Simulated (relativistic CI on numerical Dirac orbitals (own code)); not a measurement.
**Co⁴⁺ in a cubic cluster: L2,3 absorption with charge transfer**

Computed with a charge-transfer multiplet model of a cubic metal-ligand cluster with up to 2 ligand holes, Slater and spin-orbit integrals from Dirac-Coulomb-Breit ions, Slater integrals scaled by 0.9. The ground state mixes d5 with configurations of k ligand holes L, whose averages lie at kΔ + k(k − 1)U_dd/2; a core hole lowers each added d electron by U_cd. 300 K, Lorentzian 0.4 eV and Gaussian 0.3 eV FWHM.

Atomic integrals in eV (Slater integrals scaled, ζ unscaled), ground: F2dd 12.224, F4dd 7.677, zeta_d 0.080; with the core hole: F2dd 12.888, F4dd 8.096, zeta_d 0.102, zeta_core 9.658, F2cd 7.721, G1cd 5.944, G3cd 3.382.

Cluster parameters (eV): U_dd = 6.1, U_cd = 7.5, 10Dq = 1.75, 10Dq(ligand) = 0.1, V(eg) = 1.25, V(t2g) = -0.62, final-state hopping factor = 0.8.

Weights, n_d and S are thermal averages at 300 K. Photon energies count from the first peak over 30 % of the highest in each spectrum, which can be another peak from case to case. The parameters are a model scan and need not match a compound or its usual spin state. Peaks in eV (height, largest 100): -2.3 (26), 0.0 (100), 2.9 (16), 4.8 (9), 6.1 (7), 13.6 (15), 15.8 (18), 17.1 (14).

(1) Which parameters give this spectrum?
A. Δ = 2.6 eV
B. Δ = 3.6 eV
C. Δ = 0.6 eV

Results:

(1) C. Δ = 0.6 eV; the ground state then has 5.18 d electrons and S = 2.50. The choice follows from running the model for each set and comparing peak positions and heights.
